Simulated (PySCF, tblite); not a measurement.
A set of runs on `BrBO[C@@H](C)C=C`; the geometry of each is named by its level. Settings lines and outputs come from a driver script.

C₄H₈BBrO.
SMILES with atom numbers: `[CH2:1]=[CH:2][C@H:3]([CH3:4])[O:5][BH:6][Br:7]` (hydrogens: H8, H9 on C1; H10 on C2; H11 on C3; H12, H13, H14 on C4; H15 on B6)

Step 1: GFN2-xTB geometry optimisation, gas phase (tblite 0.8.0) (from a force-field or distance-geometry start)
```json
{"job": {"kind": "relax", "xc": "GFN2-xTB", "basis": "xTB"}, "charge": 0, "multiplicity": 1}
```
```
step      E/eV     max force
  0    -599.60762    5.535
  1    -600.18725    2.708
  2    -600.38255    2.973
...
104    -600.98913    0.021
105    -600.98917    0.014
106    -600.98919    0.014
107    -600.98920    0.012
108    -600.98922    0.009
```

Energy lowered by 31.9 kcal/mol over 108 steps; largest atomic force 0.009 eV/Å at the end. «max force» is the largest atomic force in eV/Å.

Time: 1.1 s. Hardware: Arm Neoverse N1, one thread, no GPU, shared host with 64 logical CPUs at a one-minute load of 34.

Step 2: GFN2-xTB harmonic vibrations, gas phase (tblite 0.8.0) (on the GFN2-xTB geometry)
```json
{"job": {"kind": "ir", "xc": "GFN2-xTB", "basis": "xTB"}, "charge": 0, "multiplicity": 1}
```
```
(table of modes left out)
```

39 modes from 3 to 3136 cm⁻¹ (unscaled, harmonic); zero-point energy 71.9 kcal/mol; all wavenumbers are real at this level.

Time: 0.71 s. Hardware: one thread of an Arm Neoverse N1, shared host with 64 logical CPUs at a one-minute load of 34.

Step 3: TDDFT CAM-B3LYP/def2-SVPD, vertical, gas phase, core orbitals frozen in the response (PySCF 2.14.0, density-fitted response routines) (on the GFN2-xTB geometry)
```json
{"job": {"kind": "uv", "xc": "CAM-B3LYP", "basis": "def2-SVPD", "nstates": 8, "ntriplets": 3}, "charge": 0, "multiplicity": 1}
```
```
...
Static polarisability (au): isotropic 85.774, principal 76.962 86.855 93.504
Singlet excitations
state   eV       nm        f      main configurations
  1   6.4372    192.6   0.00099   H-1->L 0.84, H->L 0.09
  2   7.1196    174.1   0.02553   H->L 0.42, H-3->L 0.40, H-1->L 0.08
  3   7.2715    170.5   0.04810   H-3->L 0.45, H-2->L 0.27, H->L 0.18
  4   7.3592    168.5   0.12855   H-2->L 0.49, H->L+1 0.20, H->L 0.17
  5   7.4620    166.2   0.05973   H->L+1 0.49, H->L+4 0.08
  6   7.6157    162.8   0.14548   H->L+2 0.38, H->L+4 0.22, H-1->L+1 0.12
  7   7.6695    161.7   0.12888   H-1->L+1 0.47, H->L+2 0.21, H-1->L+4 0.10
  8   7.9613    155.7   0.05852   H-2->L+1 0.52, H-4->L+2 0.13
Triplet excitations (Tamm-Dancoff, eV): 4.5290 6.1282 6.3993
```

HOMO -9.18 eV, LUMO 0.73 eV; lowest singlet 6.44 eV; lowest triplet 4.53 eV (Tamm–Dancoff); mean polarisability 85.8 au.

Hardware: one thread, Arm Neoverse N1 (aarch64), shared host with 64 logical CPUs at a one-minute load of 61. Cost: 2.2 min wall (grids of density and orbitals included), 1.1 GiB resident at most.

Geometry of the electronic-property runs (GFN2-xTB):
```
atom  x, y, z in Å
C1    -0.587    1.942   -0.458
C2    -0.526    0.726   -0.965
C3     0.002   -0.488   -0.248
C4    -1.119   -1.499   -0.001
O5     0.567   -0.135    1.005
B6     1.824    0.043    1.313
Br7    3.242   -0.198    0.070
H8    -0.248    2.158    0.542
H9    -0.976    2.771   -1.023
H10   -0.869    0.516   -1.968
H11    0.774   -0.951   -0.884
H12   -1.884   -1.049    0.628
H13   -1.562   -1.797   -0.947
H14   -0.726   -2.380    0.500
H15    2.085    0.350    2.413
```

 (This holds for the electronic-property runs.)

One conformer stands for the species.
